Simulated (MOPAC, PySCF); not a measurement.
Ligands exchanged one at a time, Al Cl-H. All species are isolated molecules in the gas phase. Strings in code marks are SMILES.

Quantity: vertical ionisation energy (energy after one electron is removed minus that of the parent at the parent's geometry), in eV.

Level 1: ωB97X-D3(BJ)/def2-TZVP // PBE0-D3(BJ)/def2-TZVP (PySCF)
Level 2: minus the HOMO energy of HF/6-31G* // PBE0-D3(BJ)/def2-TZVP (PySCF)
Level 3: minus the HOMO energy of PM7 // PBE0-D3(BJ)/def2-TZVP (MOPAC)
Level 4: HF/6-31G* // PBE0-D3(BJ)/def2-TZVP (PySCF)

```tsv
species	level 2	level 3	level 4
`[Cl][AlH][Cl]`	12.61	11.90	11.78
`[AlH3]`	11.70	12.11	10.74
```

Question: What does level 1 give for each?

Answer: 
- `[Cl][AlH][Cl]`: 12.03
- `[AlH3]`: 11.50
